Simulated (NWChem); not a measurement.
A series in which one site is exchanged, each optimised at PBE0/def2-SVP with NWChem, gas phase unless a solvent is named. Some are not confirmed as minima by frequencies. def2 effective core potentials on I; no spin-orbit coupling.

A: B(F)I (BHIF; site = H)
B: IB(Cl)F (BIClF; site = Cl)
C: FB(I)I (BI₂F; site = I)
D: FB(F)I (BIF₂; site = F)

Q: Rank them by lowest singlet excitation, CAM-B3LYP/def2-SVPD, TDA (eV), lowest first.

A: C (4.75), A (5.04), B (5.31), D (6.01)
